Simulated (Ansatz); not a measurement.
Ansatz results at the PBE0-D4/def2-TZVP geometry: LUMO energy (B3LYP/def2-TZVPP) -3.18 eV; HOMO–LUMO gap (PBE0/def2-TZVPP) 3.17 eV; LUMO energy (ωB97M-V/def2-TZVPP) -1.22 eV.

Each molecule was computed in one conformer, which needn't be the lowest.

Problem. Which molecule gave them?
A. `[Cl][GaH][CH2][GeH3]`
B. `CB[CH](F)[AlH2]`
C. `N=[CH][SnH3]`
D. `NC1[NH][Zn][NH]1`

Solution. D. The others give `CB[CH](F)[AlH2]`: -1.50, 6.04, 0.39; `N=[CH][SnH3]`: -1.05, 6.33, 1.40; `[Cl][GaH][CH2][GeH3]`: -1.74, 6.61, 0.21.

B3LYP here is the variant with VWN-RPA as its local correlation; programs differ in this.
